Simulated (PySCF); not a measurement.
**Calculated NMR parameters of C=C/C=N/N=C/C**

* Formula: C5H8N2
* SMILES: C=C/C=N/N=C/C
* InChI: InChI=1S/C5H8N2/c1-3-5-7-6-4-2/h3-5H,1H2,2H3/b6-4+,7-5+
* Point group of the computed structure: C1
* Degrees of unsaturation: 3
* Carbon signals: 5
* Proton signals: 6

Atoms are numbered as in `[CH2:1]=[CH:2]/[CH:3]=[N:4]/[N:5]=[CH:6]/[CH3:7]`. Hydrogens are named by the atom that carries them. Ha(C1) is cis to C3; Hb(C1) is trans to C3.

Calculated, not measured (PySCF): structure optimised with GFN2-xTB, σ from GIAO-PBE0/pcSseg-1. One computed conformer, one averaged value for each set of equivalent atoms, gas phase, non-relativistic.

Shifts are taken against calculated references (same method and geometry level): ¹H (σref 31.72), ¹³C (σref 186.93) against TMS; NH3 for ¹⁵N (σref 267.73).

```tsv
carbon	δC, type	δH (multiplicity)	HMBC from (2–3 bonds)	span of the C tensor (ppm)
C1	125.7, CH2	Hb(C1) 5.71 (m); Ha(C1) 5.65 (m)	H(C3), H(C2)	219
C2	145.8, CH	6.72 (m)	H(C3), Hb(C1), Ha(C1)	224
C3	131.9, CH	6.77 (m)	H(C2), Hb(C1), Ha(C1)	116
C6	123.5, CH	6.40 (q)	H(C7)	126
C7	24.1, CH3	2.08 (d)	H(C6)	39
```

Other nuclei:
| atoms | nucleus | environment | δ (ppm) | σ (ppm) |
| --- | --- | --- | --- | --- |
| N4 | ¹⁵N | imine nitrogen | 402.9 | -135.1 |
| N5 | ¹⁵N | imine nitrogen | 391.3 | -123.6 |

Carbon types of the structure: 3 × CH, 1 × CH2, 1 × CH3, which accounts for all hydrogens. δC 145.8: alkene CH; as expected for a trigonal carbon in a double bond. δC 131.9, 123.5: C=N carbon. δC 125.7: terminal =CH2 carbon; an sp2 carbon of a C=C bond. δC 24.1: methyl carbon; saturated and bonded to C and H only. δH 5.71, 5.65: hydrogen on a terminal =CH2 carbon; attached to an sp2 carbon and in the plane of the double bond.

Shifts are as computed. Against solution values, carbons near 30 ppm lie about +3 ppm off and those near 130 ppm about +5 ppm. Of 1211 compounds with measured shifts, 218 miss one by over three times the rms of a fit or turn the order of signals round; such compounds aren't used in these exercises. Experimental scales use liquid or dissolved standards, which lie at an offset from isolated NH3 (liquid NH3: subtract about 20 ppm). Unscaled 15N shifts of sp2 nitrogen come out 20 to 40 ppm too high even then. Multiplicities follow the n + 1 count of equivalent neighbours, as no J values were calculated; m marks all less simple cases, F and P coupling included.
